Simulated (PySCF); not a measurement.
# NMR data sheet: cyclohexanol

| Item | Value |
| --- | --- |
| Formula | C6H12O |
| SMILES | OC1CCCCC1 |
| InChI | InChI=1S/C6H12O/c7-6-4-2-1-3-5-6/h6-7H,1-5H2 |
| Point group of the computed structure | Cs |
| Degrees of unsaturation | 1 |
| Carbon signals | 4 |
| Proton signals | 8 |

Molfile (atoms numbered from 1):
```
C6H12O
     RDKit          3D

 19 19  0  0  0  0  0  0  0  0999 V2000
    2.5045    0.8372    0.1454 O   0  0  0  0  0  0  0  0  0  0  0  0
    1.1754    0.4431    0.4118 C   0  0  0  0  0  0  0  0  0  0  0  0
    0.1599    1.3394   -0.3033 C   0  0  0  0  0  0  0  0  0  0  0  0
   -1.2655    0.9253    0.0485 C   0  0  0  0  0  0  0  0  0  0  0  0
   -1.5055   -0.5358   -0.3195 C   0  0  0  0  0  0  0  0  0  0  0  0
   -0.4966   -1.4348    0.3894 C   0  0  0  0  0  0  0  0  0  0  0  0
    0.9289   -1.0215    0.0373 C   0  0  0  0  0  0  0  0  0  0  0  0
    2.6627    0.7523   -0.8020 H   0  0  0  0  0  0  0  0  0  0  0  0
    1.0667    0.5633    1.4952 H   0  0  0  0  0  0  0  0  0  0  0  0
    0.3094    1.2556   -1.3841 H   0  0  0  0  0  0  0  0  0  0  0  0
    0.3347    2.3791   -0.0205 H   0  0  0  0  0  0  0  0  0  0  0  0
   -1.4266    1.0600    1.1203 H   0  0  0  0  0  0  0  0  0  0  0  0
   -1.9755    1.5647   -0.4798 H   0  0  0  0  0  0  0  0  0  0  0  0
   -2.5208   -0.8271   -0.0433 H   0  0  0  0  0  0  0  0  0  0  0  0
   -1.4053   -0.6590   -1.4007 H   0  0  0  0  0  0  0  0  0  0  0  0
   -0.6387   -1.3569    1.4696 H   0  0  0  0  0  0  0  0  0  0  0  0
   -0.6585   -2.4761    0.1036 H   0  0  0  0  0  0  0  0  0  0  0  0
    1.0918   -1.1475   -1.0376 H   0  0  0  0  0  0  0  0  0  0  0  0
    1.6491   -1.6519    0.5622 H   0  0  0  0  0  0  0  0  0  0  0  0
  1  2  1  0
  2  3  1  0
  3  4  1  0
  4  5  1  0
  5  6  1  0
  6  7  1  0
  7  2  1  0
  1  8  1  0
  2  9  1  0
  3 10  1  0
  3 11  1  0
  4 12  1  0
  4 13  1  0
  5 14  1  0
  5 15  1  0
  6 16  1  0
  6 17  1  0
  7 18  1  0
  7 19  1  0
M  END
```

PySCF 2.14.0 with density-fitted response routines calculation with GFN2-xTB structure and σ from GIAO-PBE0/pcSseg-1; a single conformation, relativity neglected, no solvent, one averaged value for each set of equivalent atoms.

References, each an isolated molecule treated in the same way: 1H (σref 31.72), 13C (σref 186.93) against TMS; 17O (σref 336.08) vs H2O.

```tsv
carbon	δC, type	δH (multiplicity)	HMBC from (2–3 bonds)	span of the C tensor (ppm)
C2	75.1, CH	3.36 (m)	H11/H19, H13/H17, H12/H16, H10/H18	60
C3/C7	41.9, CH2	H10 0.79 (m); H11 2.19 (m)	H9, H11/H19, H13/H17, H14, H12/H16, H15, H10/H18	25
C4/C6	29.4, CH2	H12 1.27 (m); H13 1.82 (m)	H9, H11/H19, H13/H17, H14, H12/H16, H15, H10/H18	12
C5	29.9, CH2	H14 1.65 (m); H15 1.00 (m)	H11/H19, H13/H17, H12/H16, H10/H18	10
```

Other nuclei:
```tsv
atoms	nucleus	environment	δ (ppm)	σ (ppm)
H8	1H	hydrogen on an alcohol oxygen	-0.12	31.84
O1	17O	alcohol oxygen	77.9	258.1
```

1. Carbon types of the structure: 1 × CH, 5 × CH2, leaving 1 H on heteroatoms.
2. δC 75.1: sp3 CH bonded to O; the inductive effect lowers its shielding.
3. δC 41.9, 29.9, 29.4: sp3 CH2 in a ring; aliphatic region, no heteroatom directly attached.
4. δH 3.36: hydrogen on an sp3 CH bonded to O; its carbon carries O, which withdraws density.
5. δH 2.19, 1.82, 1.65, 1.27, 1.00, 0.79: hydrogen on an sp3 CH2 in a ring.
6. δH -0.12: hydrogen on an alcohol oxygen; exchangeable; this is the value without hydrogen bonding to other molecules.

OH/NH shifts are gas-phase values; hydrogen bonding in solution moves them, usually downfield. Shifts are as computed. Against solution values, carbons near 30 ppm lie about +3 ppm off and those near 130 ppm about +5 ppm. Of 1211 compounds with measured shifts, 218 miss one by over three times the rms of a fit or turn the order of signals round; such compounds aren't used in these exercises. Experimental scales use liquid or dissolved standards, which lie at an offset from isolated H2O (liquid H2O: subtract about 36 ppm). Multiplicities follow the n + 1 count of equivalent neighbours, as no J values were calculated; m marks all less simple cases, F and P coupling included.
